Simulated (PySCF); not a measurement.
**Correlation energy of Zr²⁺ (zirconium, charge +2)**

[Kr] 4d2, high-spin 3F determinant. All numbers are calculated (PySCF 2.14, scalar relativity through the core potential, in def2-TZVPPD with the def2 core potential (28 electrons)). Frozen: nothing; 10 electrons correlated.

```csv
level,correlation energy (mhartree)
CCSD,-203.50
(T),-3.76
CCSD(T),-207.26
```

Diagnostics: T1 = 0.0051, D1 = 0.0095, largest double amplitude 0.022.

Task: Is a single reference adequate?

Result: Yes, within this model without spin-orbit coupling: T1 lies below 0.03 and no double amplitude reaches 0.07.

The basis has no tight functions for the innermost shells, so their pair energies are far from complete.

This basis was not built for core-valence correlation, so the inner-shell part is incomplete.
